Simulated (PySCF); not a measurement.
TDDFT excited states: C7H5NO

Species: benzoxazole, C7H5NO.
Atom-mapped SMILES: `[cH:1]1[cH:2][cH:3][c:4]2[o:5][cH:6][n:7][c:8]2[cH:9]1` (hydrogens: H10 on C1; H11 on C2; H12 on C3; H13 on C6; H14 on C9)

Level of theory: TDDFT CAM-B3LYP/def2-SVPD, vertical, gas phase, core orbitals frozen in the response in PySCF 2.14.0, density-fitted response routines. Isolated species at its PBE0-D3(BJ)/def2-SVP geometry, gas phase.

Question: What does the calculation give for the low-lying excited states?

Answer: 

```
state  E (eV)  λ (nm)       f  |μ| (D)  symmetry  main configurations (H = HOMO, L = LUMO)
   S1    5.22   237.5   0.056     1.69        A′       H-1→L (43%), H→L (28%), H→L+1 (20%)
   S2    5.66   219.2   0.134     2.50        A′       H→L (56%), H-1→L (24%), H→L+1 (10%)
   S3    6.20   200.0  0.0018     0.28         –                H-2→L (85%), H-2→L+4 (10%)
   S4    6.59   188.2   0.346     3.72        A′      H→L+1 (55%), H-1→L (27%), H→L+4 (9%)
   S5    6.88   180.1   0.449     4.15        A′                  H-1→L+1 (77%), H→L (11%)
   S6    7.05   175.8  0.0076     0.53        A″                               H→L+2 (90%)
   S7    7.24   171.2  0.0007     0.16         –                             H-1→L+2 (84%)
   S8    7.33   169.2   0.159     2.39        A′                               H→L+4 (72%)
   S9    7.40   167.5  0.0055     0.44        A″                  H→L+3 (79%), H→L+6 (10%)
  S10    7.54   164.5   0.183     2.53        A′                H-1→L+4 (80%), H→L+4 (10%)
```

Triplets (Tamm–Dancoff): T1 3.82 eV, H→L (71%), H-1→L (11%), H-1→L+1 (9%); T2 4.38 eV, H-1→L (66%), H→L (18%), H-1→L+1 (9%); T3 4.82 eV, H→L+1 (42%), H-1→L+1 (39%), H-1→L (8%); T4 5.21 eV, H→L+1 (50%), H-1→L+1 (32%), H-1→L (9%).

The lowest singlet lies at 5.22 eV (237 nm, ultraviolet) and is of moderate strength; its leading configuration is HOMO-1→LUMO (43%). The most intense listed level is S5 at 6.88 eV (180 nm, f = 0.449), 1.66 eV above S1. Löwdin shares by element: HOMO carbon 59% or more (atoms not listed hold the other 41%); LUMO carbon 60% or more (atoms not listed hold the other 40%). Orbital energies (eV): HOMO-3 -11.19, HOMO-2 -10.06, HOMO-1 -8.55, HOMO -8.30, LUMO 0.00, LUMO+1 0.96, LUMO+2 1.51. Of the 10 states listed, 6 reach f = 0.01 and none stays under 0.0005. The listed states span 2.32 eV, and the widest gap between neighbours is 0.54 eV (S2 to S3). No computed singlet lies in the visible range (380 to 750 nm); the lowest, at 237 nm, stands 1.96 eV above its violet end (3.26 eV). All these states lie below the vertical ionisation energy of 9.02 eV (ΔSCF). Symmetry labels in Cs follow from the direction of the transition dipole and are given only for states with f of 0.002 or more. The window holds the lowest 10 singlets.
